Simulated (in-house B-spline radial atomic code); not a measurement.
## Excitations of Sn32+ by several methods

Full response, energies in eV; labels give the largest channel, * marks a mixed state, a dash one above the method's threshold, and an imaginary frequency an unstable closed-shell reference. Computed with a B-spline radial code for spherical atoms: linear response of the closed shell [Ne] 3s2 3p6 with each method's own kernel (bare exchange for TDHF, static screening on G0W0 levels for BSE, the adiabatic kernel for functionals); non-relativistic, point nucleus, no spin-orbit coupling, no double excitations, S, P, D and F terms only. Only terms of natural parity with L up to 3 were computed.

Without relativity these are model numbers for so heavy an element.

```tsv
method	3p → 3d 3P	3p → 3d 3F	3p → 3d 1F	α (bohr³)
TDHF	137.37	142.07	153.88	0.02378
PBE	140.04	141.77	152.93	0.02355
BSE on G0W0@HF	139.29	144.06	155.26	0.02353
OLYP	?	?	?	?
B97-1	139.44	142.01	152.67	0.02362
LDA VWN5	?	?	?	?
```

Task: What does OLYP give?

Result: 3p → 3d 3P: 139.10; 3p → 3d 3F: 142.52; 3p → 3d 1F: 153.29; α: 0.02361 (eV, bohr³).

Task: What does LDA VWN5 give?

Result: 3p → 3d 3P: 139.67; 3p → 3d 3F: 142.89; 3p → 3d 1F: 153.03; α: 0.02356 (eV, bohr³).
